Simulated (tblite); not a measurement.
C₇H₅NS.
SMILES with atom numbers: `[cH:1]1[cH:2][cH:3][c:4]2[s:5][cH:6][n:7][c:8]2[cH:9]1` (hydrogens: H10 on C1; H11 on C2; H12 on C3; H13 on C6; H14 on C9)

Structure optimised with GFN2-xTB, isolated species.

(1) Give the optimised bond lengths and angles.

Results:

(1) 
```csv
bond,length (pm)
C1–C2,139.4
C2–C3,138.1
C3–C4,138.5
C4–S5,173.9
S5–C6,175.2
C6–N7,127.2
N7–C8,136.6
C8–C9,139.2
C1–C9,137.8
C4–C8,141.4
C1–H10,108.0
C2–H11,108.0
C3–H12,107.9
C6–H13,107.3
C9–H14,107.8
```

A selection of angles:
```csv
angle,degrees
C2–C1–C9,121.1
C2–C1–H10,119.2
C9–C1–H10,119.7
C1–C2–C3,121.2
C1–C2–H11,119.5
C3–C2–H11,119.4
C2–C3–C4,118.1
C2–C3–H12,121.3
C4–C3–H12,120.6
C3–C4–S5,129.2
C3–C4–C8,121.3
S5–C4–C8,109.5
C4–S5–C6,87.8
S5–C6–N7,116.7
S5–C6–H13,119.5
N7–C6–H13,123.8
C6–N7–C8,111.7
N7–C8–C9,126.1
C4–C8–N7,114.3
C4–C8–C9,119.5
C8–C9–H14,119.3
C1–C9–C8,118.8
C1–C9–H14,121.9
```

The C–C distances run from 1.378 Å (C1–C9, aromatic) to 1.414 Å (C4–C8, aromatic), a spread of 0.036 Å. The 6-membered ring C1–C2–C3–C4–C8–C9 has internal angles of 118.1° to 121.3° (sum 720°, against 720° for a flat polygon); it is planar, 0.00 Å rms from its mean plane, widest ring torsion 0°. The 9 heavy atoms lie in one plane (0.001 Å rms). The 5-membered ring C4–S5–C6–N7–C8 has internal angles of 87.8° to 116.7° (sum 540°, against 540° for a flat polygon); it is planar, 0.00 Å rms from its mean plane, widest ring torsion 0°. The C–N distances run from 1.272 Å (C6–N7, aromatic) to 1.366 Å (N7–C8, aromatic), a spread of 0.094 Å.

Point group: Cs (every atom within 0.08 Å of its image). Its GFN2-xTB frequencies are all real (lowest 183 cm⁻¹).

These are computed values.
